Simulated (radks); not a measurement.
Spherical quantum dot in the effective-mass picture: electrons in a hard-walled sphere of radius 6.86, with a point charge +2 (a donor) at the centre, all in effective atomic units (hartree* = m*/eps^2 hartree, bohr* = eps/m* bohr), one dielectric constant everywhere. Method: non-relativistic Kohn-Sham, PBEsol, spin-polarised, spherical densities; computed with a radial shooting solver with Libxc functionals. Levels are named by radial order and angular momentum (1s, 1p, 1d, 2s, ...), and open shells are averaged over m. Results are scaled to m* = 0.408 and eps = 12.2, for which hartree* = 74.59 meV and bohr* = 1.582 nm.

N = 36, configuration 1s2 1p6 1d10 2s2 1f14 1g(up 2, down 0). This is the lowest configuration that the search found. Occupied and some empty levels:

| level | occupation | eigenvalue (meV) | <r> (nm) |
|---|---|---|---|
| 1s up | 1 | 443.46 | 2.221 |
| 1s down | 1 | 443.51 | 2.081 |
| 2s up | 1 | 448.38 | 7.564 |
| 2s down | 1 | 449.00 | 7.694 |
| 1p up | 3 | 450.73 | 8.304 |
| 1p down | 3 | 451.41 | 8.294 |
| 1d up | 5 | 456.52 | 8.403 |
| 1d down | 5 | 457.22 | 8.395 |
| 1f up | 7 | 464.88 | 8.501 |
| 1f down | 7 | 465.60 | 8.496 |
| 1g up | 2 | 475.67 | 8.596 |
| 1g down | 0 | 476.41 | 8.592 |
| 1h up | 0 | 488.78 | 8.684 |
| 1h down | 0 | 489.53 | 8.681 |
| 3s up | 0 | 496.45 | 5.640 |
| 3s down | 0 | 496.68 | 5.633 |
| 2p up | 0 | 498.45 | 5.459 |
| 2p down | 0 | 498.64 | 5.448 |
| 2d up | 0 | 514.36 | 6.237 |
| 2d down | 0 | 514.63 | 6.229 |

Energy (meV): total 8052.06, kinetic 1624.7, external -1471.2, Hartree 8718.0, exchange-correlation -819.41.
